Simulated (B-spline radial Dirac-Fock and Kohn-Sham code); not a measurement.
**Core and valence levels of Pt³³⁺**

System: Pt³³⁺ in the configuration 1s2 2s2 2p6 3s2 3p6 3d10 4s2 4p6 4d9; nuclear rms radius 5.427 fm (A = 195).

Level of theory: multi-electron Dirac-Fock with separately optimised hole states, Breit and Lamb-shift corrections added in first order; a radial finite-basis atomic code. The model has no electron correlation. Energies are counted from the vacuum level. Subshells whose hole state is unreliable or did not converge are left out.

All terms are in eV, carry their sign (relaxation lowers the binding energy) and add up to the binding energy; ⟨r⟩ is the mean radius of the orbital in the initial state.

| subshell | −ε (Koopmans) | relaxation | Breit | QED | binding energy | ⟨r⟩ (bohr) |
| --- | --- | --- | --- | --- | --- | --- |
| 1s | 80186.4 | -67.51 | -273.89 | -143.77 | 79701.2 | 0.017 |
| 2s | 15291.8 | -30.69 | -31.87 | -21.54 | 15207.7 | 0.072 |
| 2p1/2 | 14679.6 | -35.47 | -52.34 | -0.29 | 14591.5 | 0.059 |
| 2p3/2 | 12949.1 | -31.85 | -31.29 | -2.26 | 12883.7 | 0.068 |
| 3s | 4635.6 | -9.59 | -6.23 | -5.06 | 4614.7 | 0.185 |
| 3p1/2 | 4363.9 | -10.53 | -10.35 | -0.19 | 4342.9 | 0.176 |
| 3p3/2 | 3973.4 | -9.26 | -5.87 | -0.58 | 3957.7 | 0.190 |
| 3d3/2 | 3529.4 | -11.44 | -4.58 | 0.40 | 3513.7 | 0.166 |
| 4s | 1909.8 | -1.68 | -1.74 | -1.47 | 1904.9 | 0.389 |
| 4p1/2 | 1789.5 | -1.76 | -2.84 | -0.05 | 1784.9 | 0.388 |
| 4p3/2 | 1676.8 | -1.51 | -1.56 | -0.16 | 1673.6 | 0.411 |
| 4d | 1467.9 | -1.59 | -0.85 | 0.07 | 1465.6 | 0.412 |

For the deepest level, K (1s), the Breit terms make up -0.344 % of the binding energy, QED -0.180 % and orbital relaxation -0.085 %.

Spin-orbit splittings: 2p 1707.8 eV, 3p 385.2 eV, 4p 111.3 eV.

Going to the tabulated ground configuration of the next ion removes an electron from N4,5 (4d), computed at 1465.6 eV. NIST lists 1454 ± 5 eV as the ionisation energy of this species (theoretical), -11.57 eV from the computed value. Where a p, d or f shell is open in either ion the computed value averages over both j values and all terms, while the table refers to the lowest levels; that difference holds spin-orbit splitting (largest in heavy or highly charged ions), term energies where several electrons share open shells, and correlation, and it can reach 10 % or more.
